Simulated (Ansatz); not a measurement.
Reaction (ligand exchange at a B–Te bond): `CB[TeH]` + `O[SiH](O)F` → `CBO[SiH](O)F` + H₂Te

Gas-phase electronic energies from Ansatz, PBE0-D4/def2-TZVP geometries. CCSD(T)/CBS adds triple-zeta CCSD(T) − MP2 to the extrapolated MP2 energy (def2 sets, frozen cores). This one scheme is used for every species. Functionals use def2-TZVPP. def2 core potentials past Kr. For Te outer-core shells are correlated without core-valence functions, which leaves a few kJ/mol of doubt a bond. Each species was taken in one conformer, which may not be the lowest.

`CB[TeH]`:

Cartesian coordinates in Å:
```
C 0.466 -0.804 -0.233
B -0.075 0.253 0.771
Te -1.184 1.985 0.257
H 1.554 -0.881 -0.122
H 0.080 -1.794 0.041
H 0.237 -0.620 -1.283
H 0.110 0.153 1.949
H -1.188 1.709 -1.380
```

`O[SiH](O)F`:

```xyz
7

O    -0.077    1.356    0.069
Si    0.074   -0.222   -0.309
O     0.724   -0.999    0.954
F    -1.379   -0.779   -0.661
H    -0.715    1.883   -0.414
H     0.927   -0.486   -1.475
H     0.446   -0.752    1.837
```

`CBO[SiH](O)F`:

Cartesian coordinates in Å:
```
C 1.481 -1.561 0.736
B 0.107 -0.944 0.344
O 0.038 0.292 -0.220
Si -1.203 1.208 -0.762
O -1.086 2.715 -0.183
F -1.080 1.208 -2.346
H 1.489 -1.811 1.803
H 2.333 -0.916 0.516
H 1.619 -2.518 0.218
H -0.925 -1.541 0.532
H -2.516 0.677 -0.381
H -0.257 3.190 -0.257
```

H₂Te:

Cartesian coordinates in Å:
```
Te -0.585 0.499 -0.118
H 0.442 0.181 1.142
H 0.143 -0.680 -1.025
```

CCSD(T)/CBS gives -57.6 kJ/mol.

(1) Another level gave -85.8 kJ/mol. Which?
A. HF/def2-TZVPP
B. PBE-D4/def2-TZVPP
C. ωB97M-V/def2-TZVPP
D. r2SCAN/def2-TZVPP

Largest T1 diagnostic among the species: 0.013.

## Answers

(1) A. HF/def2-TZVPP -85.8, PBE-D4 -52.7, ωB97M-V -69.2, r2SCAN -59.9 kJ/mol.

From PBE to PBE0 (25 % exact exchange), in def2-TZVPP and without D4, ΔE moves by −4.4 kJ/mol. In def2-TZVPP, CCSD(T) changes the Hartree–Fock value by +23.3 kJ/mol (the triples alone add +4.4 kJ/mol) and MP2 by +30.9 kJ/mol.
